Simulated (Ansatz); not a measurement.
`C#C[SiH2][AlH][Cl]` + `N[SiH3]` → `[SiH3][NH][AlH][Cl]` + `C#C[SiH3]` at 298.15 K and 1 bar (cleavage of the Al–Si bond).

Calculated with Ansatz (gas phase, PBE0-D4/def2-TZVP geometries, no zero-point term in ΔE). CBS: MP2 limit from def2 TZ/QZ plus the TZ coupled-cluster correction, frozen cores. This one scheme is used for every species. Each species was taken in one conformer, which may not be the lowest.

| species | CCSD(T)/CBS energy (Eh) | H − E (kJ/mol) | S (J/(mol·K)) |
| --- | --- | --- | --- |
| `C#C[SiH2][AlH][Cl]` | -1069.38528 | 140.7 | 385.6 |
| `N[SiH3]` | -346.80422 | 145.7 | 264.3 |
| `[SiH3][NH][AlH][Cl]` | -1048.70845 | 151.8 | 352.3 |
| `C#C[SiH3]` | -367.52081 | 128.8 | 268.3 |

H − E and S are ideal-gas, rigid-rotor, harmonic terms from PBE0-D4/def2-TZVP, for one conformer and one mirror image of each species. 1 Eh = 2625.50 kJ/mol, R = 8.31446 J/(mol·K).

Q: By hand: ΔE, ΔH, ΔS and ΔG.

A: ΔE = (-1048.70845) + (-367.52081) − (-1069.38528) − (-346.80422) = -0.03976 Eh = -104.4 kJ/mol. Δ(H − E) = 151.8 + 128.8 − 140.7 − 145.7 = -5.8, so ΔH = -110.2 kJ/mol. ΔS = 352.3 + 268.3 − 385.6 − 264.3 = -29.3 J/(mol·K). ΔG = -110.2 − 298.15 × (-29.3)/1000 = -101.5 kJ/mol.

Q: By hand: the equilibrium constant, and the temperature at which ΔG would vanish if ΔH and ΔS stayed fixed.

A: log₁₀ K = −ΔG/(RT ln 10) = 17.8. ΔG = 0 at ΔH/ΔS = 3761 K, far beyond where these terms or the molecules hold.

ΔH outweighs TΔS. A doubt of 5 kJ/mol in ΔE shifts log₁₀ K by 0.9 here. Other conformers and mirror images would add mixing entropy, several J/(mol·K) or more a flexible species. Modes under 60 cm⁻¹, often nearly free rotors, make the harmonic entropy too high. These are equilibria of isolated gas molecules and say nothing of rates. Largest T1 diagnostic: 0.013 (customary marks: 0.02 for closed shells, 0.045 for open ones).
